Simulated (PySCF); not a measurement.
All of these have the formula C4H8SSi. Method: PySCF 2.14.0, density-fitted response routines, TDDFT PBE0/def2-SVPD, vertical, gas phase, core orbitals frozen in the response. Geometries: GFN2-xTB; one conformer of each isolated species. Triplets are in the Tamm–Dancoff approximation. 'Strongest' means the level of largest summed f among the lowest 8 singlets; it needn't be the same kind of state in each.

Question: Rank by computed lowest singlet excitation energy, lowest first.
A. `C=C[C@@H]1C[Si@H]1S`
B. `C(C#C[SiH2]S)C`
C. `S=C1CC[SiH2]C1`
D. `CC#CCS[SiH3]`
E. `C#C[SiH2]CSC`
F. `C=C[SiH]1CSC1`

Answer: C (2.52 eV), F (4.10 eV), A (4.98 eV), E (5.12 eV), D (5.41 eV), B (5.56 eV).

```csv
SMILES,S1 (eV),gap (eV),first f ≥ 0.01 (nm),strongest (eV),f (S1),HOMO (eV),S1 mainly
S=C1CC[SiH2]C1,2.52,4.24,230,5.40,0.000,-6.23,H→L (99%)
C=C[SiH]1CSC1,4.10,5.24,224,6.46,0.000,-6.22,H→L (92%)
C=C[C@@H]1C[Si@H]1S,4.98,5.93,249,4.98,0.137,-6.27,H→L (81%)
C#C[SiH2]CSC,5.12,6.21,217,6.43,0.000,-6.41,H→L (75%)
CC#CCS[SiH3],5.41,6.88,220,6.36,0.002,-6.84,H→L+1 (58%)
CCC#C[SiH2]S,5.56,6.79,223,5.56,0.043,-7.22,H→L (96%)
```

H and L stand for HOMO and LUMO.
